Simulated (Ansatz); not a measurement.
Relaxation of a periodic cell of 17 atoms, TiSi16 (host Si, host structure diamond, interstitial Ti), to a largest force component of 0.03 eV/Å in at most 60 steps.

Method: DFT PBE, scalar-relativistic, plane waves, PAW (Ansatz). Settings: PAW set soft_1, cutoff 420 eV, k mesh 2x2x2, fermi-dirac smearing 0.05 eV, no spin polarisation.

```xyz
17
Lattice="0.0000 5.4300 5.4300 5.4300 0.0000 5.4300 5.4300 5.4300 0.0000" Properties=species:S:1:pos:R:3
Si 0.000 0.000 0.000
Si 1.357 1.357 1.357
Si 2.715 2.715 0.000
Si 4.072 4.072 1.357
Si 2.715 0.000 2.715
Si 4.072 1.357 4.072
Si 5.430 2.715 2.715
Si 6.787 4.072 4.072
Si 0.000 2.715 2.715
Si 1.357 4.072 4.072
Si 2.715 5.430 2.715
Si 4.072 6.787 4.072
Si 2.715 2.715 5.430
Si 4.072 4.072 6.787
Si 5.430 5.430 5.430
Si 6.787 6.787 6.787
Ti 1.418 4.057 1.404
```

Task: Where does it end, and by what steps?

Result: It converged. Limits of this set-up: coarse k mesh, a small cell, in which the defect meets its images. After 3 steps the energy has fallen by 0.405 eV; Si11 moved furthest, 0.08 Å.

```json
{"step": "0", "energy less start (eV)": "0.0000", "largest force component (eV/Å)": "1.309", "accepted": "yes"}
{"step": "1", "energy less start (eV)": "-0.3783", "largest force component (eV/Å)": "0.362", "accepted": "yes"}
{"step": "2", "energy less start (eV)": "-0.4050", "largest force component (eV/Å)": "0.032", "accepted": "yes"}
{"step": "3", "energy less start (eV)": "-0.4052", "largest force component (eV/Å)": "0.007", "accepted": "yes"}
```

```xyz
17
Lattice="0.0000 5.4300 5.4300 5.4300 0.0000 5.4300 5.4300 5.4300 0.0000" Properties=species:S:1:pos:R:3
Si -0.012 0.015 -0.013
Si 1.361 1.318 1.360
Si 2.762 2.671 -0.040
Si 4.115 4.072 1.360
Si 2.734 0.015 2.733
Si 4.077 1.357 4.076
Si 5.418 2.699 2.733
Si 6.791 4.071 4.037
Si -0.039 2.671 2.761
Si 1.361 4.072 4.114
Si 2.761 5.472 2.760
Si 4.076 6.786 4.075
Si 2.734 2.698 5.417
Si 4.037 4.071 6.790
Si 5.392 5.472 5.390
Si 6.791 6.825 6.790
Ti 1.361 4.072 1.360
```

Run time: 26 s on 1 thread of Arm Neoverse V2, on a shared host, peak memory 0.55 GiB.
